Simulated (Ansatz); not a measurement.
Computed with Ansatz on PBE0-D4/def2-TZVP structures; ΔE is electronic, products minus reactants. CCSD(T)/CBS is the MP2 limit (def2-TZVPP, def2-QZVPP) plus CCSD(T) − MP2 in def2-TZVPP, frozen cores. Each species was taken in one conformer, which may not be the lowest.

Consider the redistribution: `C[SiH2]O[SiH2]Cl` + `CC[SiH](F)[SiH3]` → `C[SiH2][SiH](F)[SiH3]` + `CCO[SiH2]Cl`.

```tsv
species	CCSD(T)/CBS(def2) energy (Eh)
`C[SiH2]O[SiH2]Cl`	-1155.53126
`CC[SiH](F)[SiH3]`	-759.53732
`C[SiH2][SiH](F)[SiH3]`	-1010.55625
`CCO[SiH2]Cl`	-904.43784
```

Question: Work out ΔE.

Answer: ΔE = (-1010.55625) + (-904.43784) − (-1155.53126) − (-759.53732) = 0.07449 Eh = +46.7 kcal/mol.

Largest T1 diagnostic among the species: 0.012.

The D4 term adds +0.8 kcal/mol with B3LYP and +0.4 kcal/mol with PBE0; it sums over pairs of atoms, weighted by their polarisabilities, and B3LYP, whose exchange is more repulsive, gets the larger term. From PBE to PBE0 (25 % exact exchange), in def2-TZVPP and without D4, ΔE moves by +2.7 kcal/mol.

B3LYP here is the variant with VWN-RPA as its local correlation; programs differ in this.
